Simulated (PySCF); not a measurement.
Compound: C7H9NSi.
SMILES with atom numbers: `[cH:1]1[cH:2][c:3]([SiH:4]2[CH2:5][CH2:6]2)[cH:7][cH:8][n:9]1` (hydrogens: H10 on C1; H11 on C2; H12 on Si4; H13, H14 on C5; H15, H16 on C6; H17 on C7; H18 on C8)

Structure used (PBE0-D3(BJ)/def2-SVP), in Å, numbered top down from 1:
```
atom  x, y, z in Å
C1    -2.6230   -1.5055   -0.8401
C2    -1.2564   -1.7839   -0.7955
C3    -0.3564   -0.7552   -0.4900
Si4    1.4822   -1.0616   -0.4135
C5     2.6509    0.3494   -0.7319
C6     2.5245   -0.0493    0.7479
C7    -0.9059    0.5111   -0.2443
C8    -2.2866    0.6808   -0.3144
N9    -3.1364   -0.3019   -0.6062
H10   -3.3367   -2.3032   -1.0783
H11   -0.9064   -2.7998   -0.9994
H12    1.8803   -2.4516   -0.7473
H13    3.6128    0.1550   -1.2188
H14    2.2278    1.3194   -1.0193
H15    3.4048   -0.5070    1.2128
H16    2.0268    0.6661    1.4131
H17   -0.2711    1.3673    0.0006
H18   -2.7276    1.6665   -0.1241
```

Linear response at B3LYP/def2-SVPD (PySCF, frozen core in the response, non-relativistic).

Static isotropic polarisability: 116.23 au (17.22 Å³), principal values 77.0, 115.8, 155.9 au.

Problem. What is the polarisability at 1064 nm and at the sodium D line?

Solution. 117.98 au at 1064 nm (+1.5 %), 122.45 au at 589.3 nm (+5.4 %). The rise at 589.3 nm is 3.55 times that at 1064 nm; a pure ω² law gives 3.26. The lowest singlet lies at 280 nm, shorter than both wavelengths.

Problem. What is the isotropic C6 coefficient between two such molecules, C6 = (3/π)∫α(iω)² dω?

Solution. 4684 au (Eh·bohr⁶) by a ten-point quadrature over imaginary frequencies, which is 2800 eV·Å⁶ or 270 J·nm⁶/mol.

Problem. Which effective excitation energy ω̄ makes London's formula C6 = (3/4)α²ω̄ exact here?

Solution. ω̄ = 4·C6/(3α²) = 0.462 Eh = 12.6 eV. A one-pole form α(ω) = α/(1 − ω²/ω̄²) fitted to the 1064 nm value gives 9.6 eV. London's choice of the ionisation energy (8.59 eV, ΔSCF at the same level) gives C6 = 3200 au, 32 % too low.

Problem. How many electrons N does the Slater–Kirkwood formula C6 = (3/4)·√N·α^(3/2) need to give this C6?

Solution. N = (4·C6/3)²/α³ = 24.8; the species has 72 electrons in all.

Problem. What molar refraction at the D line follows from R = (4π/3)·N_A·α′, with α′ the polarisability volume?

Solution. α′ = 18.15 Å³ gives R = 45.77 cm³/mol, for isolated, non-vibrating species.

Problem. What three-body coefficient follows from the one-pole estimate C9 = (3/4)·α·C6?

Solution. 408000 au. This is an estimate from the two numbers above, not a computed integral.

Problem. The lowest 10 singlets have (eV, f): 4.43, 0.004; 4.62, 0.220; 4.94, 0.000; 4.95, 0.006; 5.48, 0.059; 6.09, 0.003; 6.13, 0.002; 6.26, 0.012; 6.32, 0.009; 6.43, 0.179. What share of the static polarisability do they carry in the sum over states α = Σ f/ω²?

Solution. 13.11 au, 11.3 % of α; the largest term, 7.62 au, is that of the state at 4.62 eV. Their oscillator strengths add up to 0.49. Higher states carry the rest.

One conformer stands for the species.
